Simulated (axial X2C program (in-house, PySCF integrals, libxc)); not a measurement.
**What spin–orbit coupling does to TiAs**

Computed with an in-house relativistic program for diatomic molecules. Spin-free means the one-electron spin-free X2C Hamiltonian; two-component (2c) means X2C with spin–orbit coupling and atomic mean-field two-electron Coulomb and Gaunt terms, so the difference of the two also holds small scalar two-electron terms. Basis: As dyall-cv3z [9s9p6d4f1g], Ti dyall-cv3z [10s10p6d4f2g] (cores contracted in-house); Gaussian nuclei, density fitting, unrestricted open shells. Masses: As 74.922 u, Ti 47.948 u.

Spin-free state: M_S = 1/2, Λ = 0 (beyond evenly filled blocks: σα); fragments As + Ti.

```csv
level,Re (Å),ωe (cm⁻¹),De (eV),μ (D)
PBE0,2.234,313.7,2.319,4.58
```

Dipoles are positive if Ti is the positive end.

Two-component determinant lowest at the distance of the search:

Ω = 1/2 (⟨Sz⟩ = 0.50, ⟨Lz⟩ = 0.00 at PBE0); fragments As + Ti.

```json
{"level": "PBE0", "Re (Å)": "2.235", "ωe (cm⁻¹)": "313.7", "μ (D)": "4.57"}
```

(1) From the two tables, how do the constants change at the PBE0 level (2c against spin-free)?

One determinant describes the state; a PBE0 search over occupations chose it and may have missed a lower one. De is counted from the lowest determinant-based energies of the atoms at the same level, without counterpoise correction. De is not given where an atomic determinant may have missed its ground term or J level, or where the truncated virtual space spoils (T). Density functionals use the spin component along the axis (collinear). PBE0 can misorder states that lie within some tenths of an eV, so this need not be the ground state of the molecule. The nearest other spin-free determinant of the search, M_S = 1/2, Λ = 2, lies 0.04 eV up at the distance of the search. The functionals have no current-density term, which raises determinants with orbital currents, atoms included. The determinant is spin-polarised beyond a pure state at some levels (its spin-free form has ⟨S²⟩ too high), which makes Re and μ there less reliable.

Answers

(1) At the PBE0 level Re increases by 0.001 Å and ωe is unchanged to within 0.2 cm⁻¹.
